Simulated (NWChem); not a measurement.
# GeHOCl₃; SMILES [OH][Ge]([Cl])([Cl])[Cl]

```xyz
6

O      0.0006    -0.1931    -1.9621
Ge     0.0001    -0.0275    -0.2224
Cl     1.7238     1.0384     0.4469
Cl     0.0036    -1.9972     0.5592
Cl    -1.7278     1.0318     0.4467
H      0.0011     0.6544    -2.4246
```
Atoms are numbered in this order, from 1.

Level: PBE0/def2-SVP (NWChem), optimised geometry, unscaled harmonic frequencies. 

```csv
frequency (cm⁻¹),IR intensity (km/mol)
92,53.1
137,1.5
156,17.9
173,9.5
215,16.4
230,60.4
410,10.4
459,104.9
471,85.4
755,108.1
903,95.6
3885,131.5
```

The zero-point energy is 11.3 kcal/mol and the thermal correction to the enthalpy at 298.15 K (with zero-point energy) comes out as 16.6 kcal/mol. The heat capacity Cv is 22.5 cal/(mol K) and the entropy at 298.15 K and 1 atm (symmetry number 1) comes out as 88.8 cal/(mol K). The dipole moment comes out as 1.63 D.

Rigid rotor and harmonic oscillator; modes under 100 cm⁻¹ make the entropy uncertain.
